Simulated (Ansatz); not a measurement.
All values below come from frozen-core CCSD(T)/cc-pVDZ // B3LYP-D3(BJ)/def2-SVP (Ansatz, a first-principles code).

Ansatz 0.2 input:
```yaml
crystal:
  periodic: [false, false, false]
  atoms:
    - { symbol: C, position_ang: [2.513391, 0.017196, -0.388422] }
    - { symbol: O, position_ang: [1.312952, 0.757582, -0.514554] }
    - { symbol: Si, position_ang: [-0.201416, 0.225342, -0.062692] }
    - { symbol: Si, position_ang: [-1.700072, 2.004, -0.351937] }
    - { symbol: Si, position_ang: [-0.227723, -0.778827, 2.071145] }
    - { symbol: C, position_ang: [-0.75211, -1.186691, -1.286237] }
    - { symbol: F, position_ang: [-1.069522, -0.726582, -2.514847] }
    - { symbol: F, position_ang: [0.211828, -2.12361, -1.453653] }
    - { symbol: F, position_ang: [-1.846003, -1.828079, -0.809124] }
    - { symbol: H, position_ang: [3.350861, 0.659062, -0.69984] }
    - { symbol: H, position_ang: [2.501409, -0.883949, -1.02419] }
    - { symbol: H, position_ang: [2.689298, -0.29813, 0.656902] }
    - { symbol: H, position_ang: [-1.446175, 3.045808, 0.684707] }
    - { symbol: H, position_ang: [-1.535734, 2.593736, -1.709927] }
    - { symbol: H, position_ang: [-3.087918, 1.48131, -0.192742] }
    - { symbol: H, position_ang: [0.500432, -2.08118, 2.053988] }
    - { symbol: H, position_ang: [-1.641594, -1.009613, 2.485982] }
    - { symbol: H, position_ang: [0.428095, 0.132624, 3.055445] }
basis:
  gaussian: { orbitals: cc-pVDZ }
correlation:
  method: ccsd_t
```

Output:

```
Functional definition: HF
1712 factors; integrals over basis functions are off by at most 1.3e-3 eV
mean field evaluation 1: about -35939.8283 eV, gradient 4.9e1 eV
mean field evaluation 2: about -35940.0951 eV, gradient 4.9e1 eV
mean field evaluation 4: about -35945.8684 eV, gradient 4.9e0 eV
mean field evaluation 8: about -35945.9796 eV, gradient 4.2e-1 eV
mean field evaluation 16: about -35939.8278 eV, gradient 4.9e1 eV
mean field -35945.98018614 eV, -1320.9904067802 hartree, gradient 2.7e-6 eV, S^2 0.000000; 0 other end points of the search recorded, 0 dependent functions left out
21 core orbitals not correlated
reference -35945.98018614 eV, -1320.9904067802 hartree; 28, 28 occupied and 134, 134 virtual orbitals, 1712 factors
second order -35.65934496 eV of doubles, -0.00000000 eV of singles
cycle   1  -36.77901495 eV  change    -1.1e0 eV  update   1.5e-1
cycle   2  -37.78158263 eV  change    -1.0e0 eV  update   4.4e-2
cycle   3  -38.02716809 eV  change   -2.5e-1 eV  update   2.4e-2
cycle   4  -38.01305942 eV  change    1.4e-2 eV  update   5.3e-3
cycle   5  -38.01017919 eV  change    2.9e-3 eV  update   2.3e-3
cycle   6  -38.01062909 eV  change   -4.5e-4 eV  update   6.3e-4
cycle   7  -38.01015445 eV  change    4.7e-4 eV  update   2.4e-4
cycle   8  -38.00996895 eV  change    1.9e-4 eV  update   8.3e-5
cycle   9  -38.01001499 eV  change   -4.6e-5 eV  update   3.4e-5
cycle  10  -38.01003773 eV  change   -2.3e-5 eV  update   1.3e-5
perturbative correction -0.94303501 eV, -0.0346558973 hartree
Total energy: -35984.93325888 eV, -1322.4219058001 hartree
```

Cost: roughly 5 core-minutes.
